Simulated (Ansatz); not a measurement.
A made-up structure of SiH3TeF, closed shell:

F1  (-1.847, 0.035, 0.193)
Si2  (-0.402, -0.109, -0.478)
Te3  (1.344, -0.738, 1.159)
H4  (-2.461, 0.028, 0.865)
H5  (-0.082, 1.194, -1.101)
H6  (1.455, 0.827, 1.695)
(Å)

It is relaxed with PBE-D4/def2-SVP and then PBE0-D4/def2-TZVP (Ansatz 0.2.0). Atoms count as bonded within 1.22 times the sum of their covalent radii (H–H: 0.88 Å). The end point is not checked to be a true minimum.

Question: Does its bonding change? (A judgement: the text doesn't fix the answer.)

Answer: Computed: Yes. Formed: none; broken: F1–Si2.

Where it ends: The first stage lowers the energy by 2.92 eV in 12 steps. It ends as a complex of SiH₂Te ([SiH][TeH]) + HF:
F1  (-2.162, 0.153, 0.283)
Si2  (-0.245, -0.305, -0.999)
Te3  (0.868, -0.667, 1.262)
H4  (-1.634, -0.050, 1.041)
H5  (-0.007, 1.191, -0.909)
H6  (1.188, 0.914, 1.654)
(Å)

Labels in which every atom is bracketed show which atoms are joined, not bond orders.

For scale, one of the runs: PBE0-D4/def2-TZVP relaxation, 136 basis functions, launched by `ansatz run in.yaml --threads 2 --pin off --events-out ev --progress --plain --max-ram 4352MiB`. The run took about 35 s on 2 CPU threads of an Arm Neoverse V1 (shared host).
